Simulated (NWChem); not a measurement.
# GeNH2F, singlet; SMILES [NH2][Ge][F]

```xyz
5

Ge    -0.4399    -0.0172     0.0000
F      0.6204     1.3968     0.0000
N      0.9234    -1.2096     0.0000
H      1.8989    -0.9223     0.0000
H      0.8041    -2.2169     0.0000
```
Atoms are numbered in this order, from 1.

Level: PBE0/def2-SVP (NWChem), optimised geometry, unscaled harmonic frequencies. Low-valent species are run as closed-shell singlets; no triplet was tried in these runs.

Q: List the harmonic frequencies with IR intensities, and the thermochemistry.

A: 
```json
[
 {"frequency (cm⁻¹)": "241", "IR intensity (km/mol)": "6.4"},
 {"frequency (cm⁻¹)": "439", "IR intensity (km/mol)": "192.1"},
 {"frequency (cm⁻¹)": "519", "IR intensity (km/mol)": "39.4"},
 {"frequency (cm⁻¹)": "659", "IR intensity (km/mol)": "49.9"},
 {"frequency (cm⁻¹)": "692", "IR intensity (km/mol)": "45.8"},
 {"frequency (cm⁻¹)": "723", "IR intensity (km/mol)": "86.8"},
 {"frequency (cm⁻¹)": "1499", "IR intensity (km/mol)": "39.4"},
 {"frequency (cm⁻¹)": "3580", "IR intensity (km/mol)": "34.0"},
 {"frequency (cm⁻¹)": "3709", "IR intensity (km/mol)": "42.4"}
]
```

```
Property                                                                           Result
-----------------------------------------------------------------------  ----------------
zero-point energy                                                           17.2 kcal/mol
thermal correction to the enthalpy at 298.15 K (with zero-point energy)     20.4 kcal/mol
heat capacity Cv                                                         12.9 cal/(mol K)
entropy at 298.15 K and 1 atm (symmetry number 1)                        68.0 cal/(mol K)
dipole moment                                                                      2.62 D
```

Rigid rotor and harmonic oscillator.
